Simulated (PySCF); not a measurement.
Members of one family of related compounds. Theory: TDDFT wB97X-D/def2-SVPD, vertical, gas phase, core orbitals frozen in the response (PySCF). Geometries: PBE0-D3(BJ)/def2-SVP; one conformer of each isolated species. Triplets are in the Tamm–Dancoff approximation.

Task: Rank by computed lowest singlet excitation energy, lowest first.
A. Si(iPr)H3, `[H][Si]([H])([H])C(C)C`
B. Si(NMeEt)H3, `[H][Si]([H])([H])N(C)CC`
C. SiMeH3, `[H][Si]([H])([H])C`
D. SiH3(pyrrolidide), `[H][Si]([H])([H])N1CCCC1`
E. Si(OH)H3, `[H][Si]([H])([H])O`
F. SiH3(NHiPr), `[H][Si]([H])([H])NC(C)C`
G. Si(SiH3)H3, `[H][Si]([H])([H])[SiH3]`
H. Si(OMe)H3, `[H][Si]([H])([H])OC`

Result: D (5.76 eV), B (5.92 eV), F (6.15 eV), H (7.17 eV), E (7.29 eV), G (7.56 eV), A (7.82 eV), C (8.76 eV).

```csv
SMILES,S1 (eV),α (au),HOMO (eV),LUMO (eV),f (S1),S1 mainly
[H][Si]([H])([H])N1CCCC1,5.76,81.4,-8.00,2.14,0.008,H→L (82%)
[H][Si]([H])([H])N(C)CC,5.92,74.2,-8.17,2.10,0.002,H→L (75%)
[H][Si]([H])([H])NC(C)C,6.15,73.7,-8.59,2.06,0.008,H→L (79%)
[H][Si]([H])([H])OC,7.17,45.3,-10.08,1.95,0.001,H→L (92%)
[H][Si]([H])([H])O,7.29,33.3,-10.70,1.60,0.002,H→L (94%)
[H][Si]([H])([H])[SiH3],7.56,61.9,-10.21,1.88,0.024,H→L+2 (73%) in one of a degenerate set
[H][Si]([H])([H])C(C)C,7.82,67.0,-9.98,2.09,0.002,H→L (89%)
[H][Si]([H])([H])C,8.76,43.1,-11.14,2.05,0.096,H→L (94%)
```

H and L stand for HOMO and LUMO.

- `[H][Si]([H])([H])N1CCCC1`: Löwdin shares by element: HOMO nitrogen 52%, carbon 18% or more, silicon 7% (atoms not listed hold the other 23%); LUMO silicon 30%, carbon 21% or more (atoms not listed hold the other 49%).
- `[H][Si]([H])([H])N(C)CC`: Löwdin shares by element: HOMO nitrogen 53%, carbon 16% or more, silicon 8% (atoms not listed hold the other 23%); LUMO silicon 30%, carbon 27% (atoms not listed hold the other 43%).
- `[H][Si]([H])([H])NC(C)C`: Löwdin shares by element: HOMO nitrogen 54%, carbon 16% or more, silicon 11% (atoms not listed hold the other 19%); LUMO silicon 26%, carbon 18% or more, hydrogen 9% or more (atoms not listed hold the other 47%).
- `[H][Si]([H])([H])OC`: Löwdin shares by element: HOMO oxygen 52%, silicon 12%, carbon 11%, hydrogen 7% or more (atoms not listed hold the other 18%); LUMO silicon 36%, carbon 15%, oxygen 11%, hydrogen 10% or more (atoms not listed hold the other 28%).
- `[H][Si]([H])([H])O`: Löwdin shares by element: HOMO oxygen 41%, hydrogen 31% or more, silicon 25%; LUMO silicon 36%, oxygen 28%, hydrogen 21% or more.
- `[H][Si]([H])([H])[SiH3]`: Löwdin shares by element: HOMO silicon 71%, hydrogen 10% or more (atoms not listed hold the other 19%); LUMO (one of a set within 0.03 eV) silicon 68%, hydrogen 11% or more (atoms not listed hold the other 21%).
- `[H][Si]([H])([H])C(C)C`: Löwdin shares by element: HOMO carbon 52%, silicon 22% (atoms not listed hold the other 27%); LUMO silicon 31%, carbon 27% (atoms not listed hold the other 42%).
- `[H][Si]([H])([H])C`: Löwdin shares by element: HOMO carbon 43%, silicon 29%, hydrogen 10% or more (atoms not listed hold the other 19%); LUMO silicon 42%, carbon 21%, hydrogen 13% or more (atoms not listed hold the other 24%).
